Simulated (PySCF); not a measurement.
**Excitation energy of Mo²⁺ by level of theory**

Mo²⁺ [Kr] 4d4 (5D) → Mo²⁺ [Kr] 4d3 5s1 (5F), as a difference of total energies. All numbers are calculated (PySCF 2.14, the spin-free X2C one-electron Hamiltonian (Gaussian nucleus), in x2c-TZVPPall with one added diffuse shell each of s, p, d, f type (9s7p7d3f1g, 95 functions)). Correlated levels: valence: [Kr] frozen. The calculations carry no spin-orbit coupling.

```
           method  excitation energy (eV)
              UHF                   3.967
    MP2 (valence)                   4.153
SCS-MP2 (valence)                   4.029
   CCSD (valence)                   4.156
CCSD(T) (valence)                   4.157
```

**Question.** How much does correlation contribute at CCSD(T) (valence)?

**Answer.** 4.157 − (3.967) = 0.190 eV, measured against UHF.

A first-order spin-orbit estimate (lowest level to lowest level, LS coupling) adds -0.061 eV.
